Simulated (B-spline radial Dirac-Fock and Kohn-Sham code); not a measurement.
Pt 3p3/2: cross section and angular parameters

System: atomic platinum in the configuration 1s2 2s2 2p6 3s2 3p6 3d10 4s2 4p6 4d10 4f14 5s2 5p6 5d9 6s1; threshold 2645.0 eV (tabulated edge). The computed values come from a radial B-spline solver: Dirac-Hartree-Slater photoionisation with a Latter tail; cross sections with all multipoles, angular parameters from the dipole term and its interference with E2.

```
hν (eV)  σ (kb)      β       γ      δ
   2880     105  0.794   0.291  0.168
   2990       ?      ?       ?      ?
   3610    72.1  1.362   0.207  0.031
   4000    60.1  1.468   0.083  0.017
   6330    24.3  1.668  -0.007  0.016
   6900    20.2  1.681   0.052  0.018
   8400    13.0  1.696   0.252  0.023
 9251.7    10.4  1.696   0.378  0.026
  12000    5.58  1.678   0.780  0.035
```

Q: Give the values at 2990 eV.

A: σ = 98.6 kb, β = 0.960, γ = 0.369, δ = 0.124.
